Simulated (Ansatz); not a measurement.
Mulliken charges of CH2BrF (`FCBr`) from PBE/def2-TZVPP in Ansatz (PBE0-D4/def2-TZVP geometry).

| atom | x (Å) | y (Å) | z (Å) | charge (e) |
| --- | --- | --- | --- | --- |
| F1 | 0.687 | 1.171 | 0.163 | -0.153 |
| C2 | 0.150 | -0.067 | 0.077 | -0.014 |
| Br3 | -1.545 | -0.013 | -0.855 | -0.103 |
| H4 | 0.808 | -0.714 | -0.500 | 0.135 |
| H5 | -0.050 | -0.452 | 1.075 | 0.135 |

Q: By hand: the dipole of these point charges (1 e Å = 4.8032 D).

A: Σ q r = (0.154, -0.334, 0.140) e Å, of length 0.394 e Å = 1.89 D.

Q: How does the dipole of the full density compare? (Best estimate.)

A: Computed: (0.171, -0.269, 0.138) e Å, 1.67 D; the point charges give 1.13 times that, at 8° from its direction.

Point charges leave out the atoms' own dipoles, such as those of lone pairs, and Mulliken's split depends on the basis, so the close match here is no proof of good charges.
